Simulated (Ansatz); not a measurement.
Geometry optimisation, RKS PBE/def2-SVP (Ansatz 0.2.0).

Input:

```yaml
crystal:
  periodic: [false, false, false]
  atoms:
    - { symbol: Ti, position_ang: [0.588391, 0.342877, -0.474825] }
    - { symbol: "N", position_ang: [-0.533942, -0.063156, 2.572751] }
    - { symbol: H, position_ang: [-1.500558, -0.24676, 2.896804] }
    - { symbol: H, position_ang: [0.113876, -0.21573, 3.368514] }
    - { symbol: O, position_ang: [1.502966, -0.064628, -1.962171] }
    - { symbol: H, position_ang: [1.848428, -0.956394, -2.154985] }
    - { symbol: Cl, position_ang: [-1.458956, 1.162583, -0.883837] }
    - { symbol: O, position_ang: [0.369809, -1.065375, 0.47509] }
    - { symbol: H, position_ang: [-0.094136, -0.743338, 1.4774] }
    - { symbol: Br, position_ang: [1.759844, 1.991946, 1.040793] }
    - { symbol: H, position_ang: [-0.442722, 0.950074, 2.322266] }
basis:
  gaussian: { orbitals: def2-SVP }
hamiltonian:
  xc: pbe
relax:
  f_tol: 0.03
  max_steps: 50
```

Command:

```bash
$ ansatz run input.yaml --threads 4 --pin off --max-ram 5120MiB --backend cpu --events-out ev --progress --plain --runs-dir out
```

Where does it end, and by what steps?

It converged. After 17 steps the energy has fallen by 0.168 eV; Cl7 moved furthest, 0.96 Å.

```csv
step,energy less start (eV),largest force component (eV/Å),accepted
0,0.0000,0.609,yes
1,-0.0635,0.524,yes
2,-0.0864,0.380,yes
3,-0.0993,0.352,yes
4,-0.1153,0.437,yes
5,-0.1370,0.401,yes
6,-0.1474,0.126,yes
7,-0.1536,0.069,yes
8,-0.1581,0.187,yes
9,-0.1558,0.560,no
10,-0.1618,0.111,yes
11,-0.1631,0.109,yes
12,-0.1644,0.148,yes
13,-0.1656,0.116,yes
14,-0.1672,0.066,yes
15,-0.1679,0.058,yes
16,-0.1682,0.035,yes
17,-0.1684,0.017,yes
```

```xyz
11
Properties=species:S:1:pos:R:3
Ti 0.414 0.488 -0.729
N -0.385 -0.187 2.854
H -1.356 -0.031 3.156
H 0.076 -0.768 3.565
O 1.642 -0.162 -1.857
H 2.011 -1.064 -1.843
Cl -1.365 1.258 -1.835
O -0.066 -0.741 0.377
H -0.251 -0.630 1.435
Br 1.343 2.199 0.718
H 0.089 0.731 2.837
```

Whether the end is a true minimum wasn't checked by a vibrational analysis.

Run time: 55 s on 4 threads of Arm Neoverse V1, with other jobs on the host, peak memory 0.25 GiB.
